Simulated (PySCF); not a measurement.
Species: C6H4FOP.
InChI=1S/C6H4FOP/c7-6-5(4-8)2-1-3-9-6/h1-4H

Method: TDDFT B3LYP/def2-SVPD, vertical, gas phase, core orbitals frozen in the response in PySCF. The structure is a single GFN2-xTB conformer in the gas phase; no vibrational or solvent corrections. Torsions of this conformer, `[O:1]=[CH:2][c:3]1[cH:4][cH:5][cH:6][p:7][c:8]1[F:9]`: O1–C2–C3–C4 0°.

Question: Predict the UV-vis stick spectrum at this level.

Answer: 

```csv
state,E (eV),λ (nm),ν̃ (cm⁻¹),f,|μ| (D),symmetry,"main configurations (H = HOMO, L = LUMO)"
S1,3.45,359.3,27830,0.0000,0.04,–,H-1→L (91%)
S2,4.04,307.0,32580,0.029,1.38,A′,"H→L (81%), H-2→L+1 (9%)"
S3,4.63,267.8,37340,0.0041,0.48,A″,"H-1→L+1 (82%), H-3→L (11%)"
S4,4.73,262.0,38170,0.0013,0.27,–,"H-3→L (86%), H-1→L+1 (12%)"
S5,4.88,254.2,39340,0.060,1.80,A′,"H-2→L (67%), H→L+1 (20%), H→L (9%)"
S6,5.38,230.5,43380,0.277,3.68,A′,"H→L+1 (64%), H-2→L (17%), H-2→L+1 (9%)"
S7,5.49,225.8,44290,0.011,0.73,A″,H-3→L+1 (97%)
S8,5.68,218.3,45810,0.314,3.82,A′,"H-2→L+1 (68%), H→L+2 (9%)"
```

Triplets, Tamm–Dancoff:

| state | E (eV) | λ (nm) | main configurations (H = HOMO, L = LUMO) |
| --- | --- | --- | --- |
| T1 | 3.00 | 413.2 | H-1→L (84%) |
| T2 | 3.03 | 409.1 | H→L (68%), H→L+1 (19%), H-2→L (10%) |
| T3 | 3.55 | 349.5 | H-2→L (36%), H→L+1 (28%), H→L (28%) |

The lowest singlet comes at 359 nm (333 kJ/mol) in the ultraviolet; it is dark (f under 0.0005); its leading configuration is HOMO-1→LUMO (91%). The strongest level in the table is S8 at 5.68 eV (218 nm, f = 0.314). It is the last of those listed, so stronger ones may follow. Löwdin shares by element: HOMO carbon 46% or more, phosphorus 30% (atoms not listed hold the other 24%); LUMO carbon 45% or more, oxygen 14% (atoms not listed hold the other 40%). Weighted by f, the mean energy of these states is 5.41 eV. The oscillator strengths of these states sum to 0.696; summed over the whole spectrum of an exact calculation they would give the number of electrons, 72 (Thomas–Reiche–Kuhn). Orbital energies (eV): HOMO-3 -8.49, HOMO-2 -8.08, HOMO-1 -7.58, HOMO -7.44, LUMO -2.78, LUMO+1 -2.00, LUMO+2 -0.29. No computed singlet lies in the visible range (380 to 750 nm); the lowest, at 359 nm, stands 0.19 eV above its violet end (3.26 eV); a Tamm–Dancoff triplet lies at 413 nm, without intensity as long as spin–orbit coupling is left out. Symmetry labels in Cs follow from the direction of the transition dipole and are given only for states with f of 0.002 or more. The window holds the lowest 8 singlets.

The run took about 90 s of CPU time (one thread, shared machine).
